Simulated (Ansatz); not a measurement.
Reaction (substitution at a C–O bond): `OC(F)=C(F)F` + HI → `FC(F)=C(F)I` + H₂O

Calculated with Ansatz (gas phase, PBE0-D4/def2-TZVP geometries, no zero-point term in ΔE). CCSD(T)/CBS is the MP2 limit (def2-TZVPP, def2-QZVPP) plus CCSD(T) − MP2 in def2-TZVPP, frozen cores. This one scheme is used for every species. Functionals use def2-TZVPP. B3LYP here is the variant with VWN-RPA as its local correlation; programs differ in this. def2 core potentials past Kr. For I outer-core shells are correlated without core-valence functions, which leaves a few kJ/mol of doubt a bond. Each species was taken in one conformer, which may not be the lowest.

`OC(F)=C(F)F`:

Z-matrix (Å, degrees):
```
C
F 1 1.316
C 1 1.323 2 121.2
O 1 1.337 2 111.8 3 180.0
F 3 1.328 1 121.6 2 180.0
F 3 1.313 1 125.5 2 -0.0
H 4 0.963 1 109.5 2 180.0
```

HI:

```xyz
2

I    -0.705    0.053   -0.386
H     0.705   -0.053    0.386
```

`FC(F)=C(F)I`:

```xyz
6

F    -0.476    0.844    1.593
C    -0.529    0.211    0.448
F    -1.757   -0.064    0.096
C     0.541   -0.109   -0.263
F     1.747    0.220    0.188
I     0.473   -1.102   -2.061
```

H₂O:

Z-matrix (Å, degrees):
```
O
H 1 0.960
H 1 0.960 2 105.1
```

| level | ΔE (kcal/mol) | difference from CCSD(T)/CBS |
| --- | --- | --- |
| LDA (SPW92) | 2.5 | 5.8 |
| B97M-V | 0.3 | 3.6 |
| B3LYP-D4 | -0.6 | 2.7 |
| ωB97X-V | 0.6 | 3.9 |
| r2SCAN | 0.3 | 3.6 |
| MP2/def2-SVP | 4.9 | 8.2 |
| CCSD/def2-SVP | 7.2 | 10.5 |
| HF/def2-TZVPP | 4.9 | 8.2 |
| SCS-MP2/def2-TZVPP | -2.7 | 0.6 |
| HF/def2-QZVPP | 4.6 | 7.9 |
| CCSD(T)/CBS | -3.3 | 0 |

(1) What do rigid-rotor, harmonic-oscillator terms from PBE0-D4/def2-TZVP frequencies (298.15 K, 1 bar) make of the CCSD(T)/CBS value? (Best estimate.)

Largest T1 diagnostic among the species: 0.013.

## Answers

(1) The calculation gave: ΔZPE = +1.0 kcal/mol, ΔH = -2.0 kcal/mol, ΔS = 4 J/(mol·K), ΔG = -2.2 kcal/mol.

From r2SCAN to r2SCAN0 (25 % exact exchange), in def2-TZVPP and without D4, ΔE moves by +0.9 kcal/mol. Leaving LDA and LC-ωPBE aside and taking each functional with its dispersion term where it has one, the values, not all of them listed here, spread over 3.6 kcal/mol, from revPBE-D4 to CAM-B3LYP-D4. LDA lies +2.8 kcal/mol from PBE without D4. In def2-TZVPP, CCSD(T) changes the Hartree–Fock value by −6.2 kcal/mol (the triples alone add −1.1 kcal/mol) and MP2 by −8.8 kcal/mol.
